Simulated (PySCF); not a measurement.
An unknown is described by computed data only.

Elements present: C, F, H and O. Monoisotopic mass: 114.0481 u.

* UV, first state: lowest singlet excitation: 4.04 eV (307 nm, f = 0.000) [TDDFT CAM-B3LYP/def2-SVPD]
* Rotational structure: rotational constants A, B, C: 3.277, 1.233, 0.996 GHz [GFN2-xTB]
* NMR, other nuclei: isotropic shieldings of nuclei other than C and H, by class: -333 (1 O), 384 (1 F) ppm [GIAO PBE0/pcSseg-1]
* 1H NMR: chemical shifts (computed TMS as zero) by class: 4.87 (1 H), 2.32 (3 H), 1.46 (3 H) ppm [GIAO PBE0/pcSseg-1]
* Polarisability: 76.6 au [CAM-B3LYP/def2-SVPD]
* UV, strongest line: among the 8 lowest singlet transitions: S3 at 5.68 eV (218 nm, f = 0.168) [TDDFT CAM-B3LYP/def2-SVPD]
* Dipole: 2.51 D [CAM-B3LYP/def2-SVPD]
* 13C NMR: chemical shifts (computed TMS as zero) by class: 195.2 (1 C), 109.0 (1 C), 97.7 (1 C), 82.5 (1 C), 22.1 (1 C), 5.6 (1 C) ppm [GIAO PBE0/pcSseg-1]

The electronic properties come from PySCF, for the isolated species, density fitting. Levels stand in brackets. Isolated species at its GFN2-xTB geometry (one conformer only). GFN2-xTB frequencies show an imaginary mode (23i cm⁻¹), so this geometry is no minimum at that level. NMR values are class means; diastereotopic atoms form classes of their own.

Question: Which formula fits the mass and the elements?

Answer: C6H7FO (calculated 114.0481). No other formula that holds each of these elements comes within 0.0003 u with a fitting electron parity and a possible valence count.

Question: What is the compound? Reason from the data.

Answer: Numbering: `[CH3:1][C:2]#[C:3][C:4](=[O:5])[C@H:6]([CH3:7])[F:8]`. Its formula, C6H7FO, gives 3 degrees of unsaturation: 0 rings and 3 π bonds in the structure found. 6 carbons fall into 6 classes; from least to most shielded: ketone carbonyl carbon [C4] (195.2 ppm), alkyne carbon [C2] (109.0 ppm), sp3 C–F carbon [C6] (97.7 ppm), alkyne carbon [C3] (82.5 ppm), methyl carbon [C7] (22.1 ppm), propargylic carbon [C1] (5.6 ppm). Hydrogen classes from least to most shielded: 1 H on an sp3 C–F carbon, C6 (4.87 ppm), 3 H on a propargylic carbon, C1 (2.32 ppm), 3 H on a methyl carbon, C7 (1.46 ppm). The other shieldings belong to: -333 ppm, ketone oxygen [O5]; 384 ppm, alkyl fluorine [F8]. S1 is mainly HOMO→LUMO (weight 0.93); the largest Löwdin shares of the orbital it empties are 0.56 on the ketone oxygen, 0.11 on an alkyne carbon, 0.10 on the ketone carbonyl carbon and 0.07 on an alkyne carbon, of the orbital it fills 0.28 on the ketone carbonyl carbon, 0.26 on the ketone oxygen, 0.17 on an alkyne carbon and 0.12 on an alkyne carbon. The optimised geometry has point group C1 and is an asymmetric top. Structure: `CC#CC(=O)[C@H](C)F`. Computed isomers that give other values at the same levels: `C=C/C=C(\C)C(=O)F` (13C chemical shifts (computed TMS as zero) by class: 166.9 (1 C), 154.2 (1 C), 140.8 (1 C), 137.8 (1 C), 129.3 (1 C), 13.6 (1 C) ppm); `C=C/C(=C/C)C(=O)F` (13C chemical shifts (computed TMS as zero) by class: 166.1 (1 C), 159.8 (1 C), 141.3 (1 C), 135.3 (1 C), 128.1 (1 C), 20.1 (1 C) ppm); `FCC1=COC=CC1` (rotational constant A: 4.592 GHz; this holds for the one conformer computed). The assignments are read from this structure; whether some other isomer fits the data as well wasn't checked. The mirror image fits equally.

The values belong to the conformer `[CH3:1][C:2]#[C:3][C:4](=[O:5])[C@H:6]([CH3:7])[F:8]`: C3–C4–C6–C7 108°.
